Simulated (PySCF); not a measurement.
Species: C5H5N2PSi.
Numbering: `[N:1]#[C:2][c:3]1[cH:4][cH:5][p:6][c:7]([SiH3:8])[n:9]1`

Probes without a nucleus sit at each ring's centroid and 1 Å off its mean plane on both sides; NICS is minus the shielding there, NICSzz its component along the normal. Level: GIAO PBE0/pcSseg-1 (PySCF, non-relativistic, gas phase) on the GFN2-xTB geometry, one conformer.

Ring bond lengths (Å), with Mayer bond orders in brackets: C3–C4 1.398 (1.30), C4–C5 1.377 (1.46), C5–P6 1.738 (1.32), P6–C7 1.769 (1.23), C7–N9 1.308 (1.48), N9–C3 1.331 (1.46).

**Question.** Give the NICS values of each ring in ppm.

**Answer.** 
```
             ring                                                     type  NICS(0)  NICS(1), two faces  NICS(1)zz, two faces  rms pucker (Å)  centre to ring atoms, mean (Å)
C3–C4–C5–P6–C7–N9  6-membered ring with N and P; formal bonds all aromatic     -5.8       -10.3 / -10.3         -24.4 / -24.4            0.00                            1.48
```

**Question.** What can be read from them?

**Answer.** 
- C3–C4–C5–P6–C7–N9: mean NICS(1)zz -24.4 ppm, shielded.

**Question.** How equal are the bonds by HOMA? Use HOMA with the parameters of Krygowski (1993).

**Answer.** 
- C3–C4–C5–P6–C7–N9: HOMA 0.85; the largest term is that of P6–C7, α(R − Ropt)² = 0.60.

**Question.** Give the inner angles of the rings and the Hirshfeld charges of the ring atoms.

**Answer.** 
- C3–C4–C5–P6–C7–N9: C3 125.4° (+0.074 e), C4 121.6° (-0.026 e), C5 124.3° (-0.083 e), P6 99.3° (+0.130 e), C7 125.9° (-0.072 e), N9 123.5° (-0.129 e); sum 720.0° against 720° for a flat convex ring.

**Question.** How shielded are the nuclei of the rings and their hydrogens (means over atoms taken as equivalent)?

**Answer.** 
```
  atoms                  environment  σ isotropic (ppm)  principal values of the symmetric part, first atom (ppm)
     C3  substituted aromatic carbon               53.3                                        -44.4, 58.1, 146.1
     C4           aromatic CH carbon               55.9                                        -54.5, 39.9, 182.1
     C5           aromatic CH carbon               10.9                                       -170.0, 15.9, 186.9
     P6     phosphorus bonded to 2 C               31.7                                     -282.5, -182.0, 559.7
     C7  substituted aromatic carbon              -26.1                                      -202.2, -33.7, 157.7
     N9       pyridine-type nitrogen             -135.2                                     -532.7, -185.9, 312.8
H on C4            aromatic hydrogen              23.86                                          20.1, 23.4, 28.1
H on C5            aromatic hydrogen              21.78                                          18.4, 20.4, 26.6
```
